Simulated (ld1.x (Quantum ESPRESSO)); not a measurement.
**Before and after: ultrasoft potential for Mg**

ld1.x (Quantum ESPRESSO) 7.5 input, shortened:

```
&input
   title='Mg', zed=12., rel=0, dft='PZ', iswitch=3,
   config='[Ne] 3s1.5 3p0 3d-2'
 /
 &inputp
   pseudotype=3, tm=.true., lloc=2,
   nlcc=.true., rcore=2.20,
   which_augfun='PSQ', rmatch_augfun_nc=.true.
 /
5
3S  1  0   1.50   0.00  2.00  2.70  0.0
3S  1  0   0.00   0.40  2.00  2.70  0.0
3P  2  1   0.00   0.00  1.60  2.20  0.0
3P  2  1   0.00   0.35  1.60  2.20  0.0
3D  3  2  -2.00   0.20  2.25  2.25  0.0
 &test
   configts(1)='3s1.5 3p0'
 /
```

All-electron outer shells of the reference configuration (LDA (PZ), non-relativistic, ld1.x):

```tsv
shell	level (eV)	outermost node (bohr)	outermost maximum (bohr)
3s	-8.02	0.90	2.44
3p	-4.12	0.95	3.13
```

Change: wave 3d channel at 0.2 Ry: rc 2.25 bohr becomes 3d channel at 0.2 Ry: rc 3.16 bohr.

Cutoffs: the cutoffs (Ry, on a coarse ladder) from which the occupation-weighted sum of valence levels, in a spherical-Bessel basis at the reference potential, stays within 10 and 1 mRy of its value at 400 Ry; they do not see the model core or the augmentation charge, which bear on the density cutoff. Errors are all-electron minus pseudo energies relative to the spin-unpolarised reference configuration.

Task: Predict the effect on cutoff, ghosts and configuration errors.

Result: Both files are so soft that the ladder of cutoffs tells neither apart; a bound ghost appears in p, which as a rule spoils a file; of the 7 tests that both files solve, the error grows in 0 and shrinks in 1 by more than 15 % and 0.3 meV (median size 4.7 → 4.7 meV).

| quantity | base | changed |
| --- | --- | --- |
| cutoff, loose | 6 Ry | 6 Ry |
| cutoff, tight | 6 Ry | 6 Ry |
| bound ghosts | none | p |
| error for 3s2 3p0, meV [ΔE -3.19 eV] | +1.2 | +1.2 |
| error for 3s1 3p0, meV [ΔE 4.87 eV] | +3.4 | +3.4 |
| error for 3s1 3p1, meV [ΔE 0.32 eV] | +4.4 | +4.1 |
| error for 3s0 3p1, meV [ΔE 9.24 eV] | +37 | +32 |
| error for 3s0 3p2, meV [ΔE 4.05 eV] | +33 | +28 |
| error for 3s1.5 3p0 (spin-polarised), meV [ΔE -0.06 eV] | +4.7 | +4.7 |
| error for 3s1 3p0 (spin-polarised), meV [ΔE 4.55 eV] | +32 | +32 |
| lowest overlap eigenvalue by channel | s 0.40, p 0.79 | s 0.40, p 0.86 |

 A true bound ghost makes a file unfit for plane-wave use even where its test errors are small: the radial tests pick states by their node count and pass the ghost by.
